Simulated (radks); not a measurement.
Values are calculated unless marked as measured or tabulated.
Question: Tb7+, 58 electrons, occupied as [Xe] 4f(5/2: 4, 7/2: 0) (not the ground configuration). Code: a radial shooting solver on a logarithmic mesh with Libxc functionals. Model: Dirac Kohn-Sham, BLYP, spin-unpolarised, spherical densities, finite nucleus; Fermi nuclear charge, rms radius 5.06 fm. Some entries of the table are withheld. Estimate them.

| orbital | occ. | eigenvalue (eV) | <r> (bohr) |
|---|---|---|---|
| 1s1/2 | 2 | -51930.50 | (1) |
| 2s1/2 | 2 | -8716.062 | 0.09098 |
| 2p1/2 | 2 | -8289.764 | 0.07590 |
| 2p3/2 | 4 | -7543.325 | 0.08286 |
| 3s1/2 | 2 | -2041.898 | 0.2390 |
| 3p1/2 | 2 | -1856.458 | 0.2287 |
| 3p3/2 | 4 | -1702.474 | 0.2419 |
| 3d3/2 | 4 | -1382.509 | 0.2142 |
| 3d5/2 | 6 | -1348.962 | 0.2183 |
| 4s1/2 | 2 | (2) | 0.5357 |
| 4p1/2 | 2 | -436.3970 | 0.5451 |
| 4p3/2 | 4 | -400.8390 | 0.5734 |
| 4d3/2 | 4 | -279.8556 | 0.5988 |
| 4d5/2 | 6 | -273.2300 | 0.6082 |
| 5s1/2 | 2 | -149.6294 | 1.183 |
| 4f5/2 | 4 | -127.3193 | 0.6849 |
| 4f7/2 | 0 | -126.2039 | 0.6901 |
| 5p1/2 | 2 | -126.0087 | 1.268 |
| 5p3/2 | 4 | -119.0390 | 1.328 |

Answer: 
(1) 1s1/2 <r> (bohr): 0.02151
(2) 4s1/2 eigenvalue (eV): -509.5046
